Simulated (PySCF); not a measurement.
Constitutional and geometric isomers with formula CH7B3. All species are isolated molecules in the gas phase. One relaxed conformer stands for each flexible species; it need not be the lowest. Strings in code marks are SMILES.

Quantity: vertical ionisation energy (energy after one electron is removed minus that of the parent at the parent's geometry), in eV.

A: `BBBC`
B: `BBCB`
C: `BB(B)C`

Task: Rank these by vertical ionisation energy (energy after one electron is removed minus that of the parent at the parent's geometry) (lowest first), as B3LYP-D3(BJ)/def2-TZVP (PySCF) gives it.

Result: C (9.76 eV), A (10.00 eV), B (10.31 eV)
